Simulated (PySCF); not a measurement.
Computed IR spectrum (relative IR intensity) of a molecule C₄H₄Cl₂. Coordinates come from a PBE-D3(BJ)/def2-SVP optimisation. One conformer was computed; it need not be the lowest. Calculation: PBE-D3(BJ)/def2-SVP (PySCF). Frequencies are harmonic and unscaled.

Lines under 2 % of the strongest are left out, and lines within 2 cm⁻¹ are merged.

```json
[
 {"ν (cm⁻¹)": "418", "relative intensity": "4.0"},
 {"ν (cm⁻¹)": "651", "relative intensity": "23"},
 {"ν (cm⁻¹)": "886", "relative intensity": "100"},
 {"ν (cm⁻¹)": "936", "relative intensity": "6.3"},
 {"ν (cm⁻¹)": "996", "relative intensity": "9.6"},
 {"ν (cm⁻¹)": "1175", "relative intensity": "8.1"},
 {"ν (cm⁻¹)": "1215", "relative intensity": "14"},
 {"ν (cm⁻¹)": "1381", "relative intensity": "7.5"},
 {"ν (cm⁻¹)": "1591", "relative intensity": "20"},
 {"ν (cm⁻¹)": "1644", "relative intensity": "21"},
 {"ν (cm⁻¹)": "3182", "relative intensity": "2.7"}
]
```

Q: Which molecule gave these data?
(A) C#CCC(Cl)Cl
(B) C=CC=C(Cl)Cl
(C) ClC=C=CCCl
(D) C=C(Cl)/C=C\Cl

A: B, C=CC=C(Cl)Cl
